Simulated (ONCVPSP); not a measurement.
# Si, ONCV: configuration errors across variants

silicon, optimised norm-conserving Vanderbilt (ONCV), made with ONCVPSP 4.0.1 (PBE, scalar-relativistic). Core [Ne], reference 3s1.75 3p2.25. Waves: 3s: rc 1.50 bohr, ncon 4, nbas 7, qcut 5 1/bohr, 3 projectors, debl 2.8 Ha; 3p: rc 1.75 bohr, ncon 4, nbas 7, qcut 3.8 1/bohr, 2 projectors, debl 1 Ha; d scattering state at 0.08 Ha: rc 1.50 bohr, ncon 4, nbas 8, qcut 5.8 1/bohr, local. Local part: the d channel. Core correction: Teter function fitted to the true core (icmod 2), fcfact 0.55.

All-electron excitation energies from the reference (eV): (1) 3s2 3p2 -1.688; (2) 3s2 3p1 6.052; (3) 3s2 3p0 22.045; (4) 3s0 3p4 12.090.

1 further variants failed, have other tests or another functional or relativity, and are left out.

A true bound ghost makes a file unfit for plane-wave use even where its test errors are small: the radial tests pick states by their node count and pass the ghost by.

Errors AE − PS in meV (a dash: test not solved or not reliable):

```tsv
change	(1)	(2)	(3)	(4)	bound ghosts	GHOST(+) flags above zero
base	+0.1	0.0	+11	+2.0	s	s
s: qcut 3.1	+0.1	0.0	+11	+0.1	s	s
s: qcut 5.5; p: qcut 4.2; d: qcut 6.4	+0.1	+0.1	+11	+1.4	s	none
core correction Teter function fitted to the true core (icmod 2), fcfact 0.78	+0.1	-0.1	+9.4	+1.5	s	s
s: qcut 3.9	+0.1	0.0	+11	+1.4	s	s
```

Task: Give the same row for: p: rc 1.58.

Result: +0.1, +0.2, +10, +4.0; bound ghosts: s; GHOST(+) flags above zero: s, p.
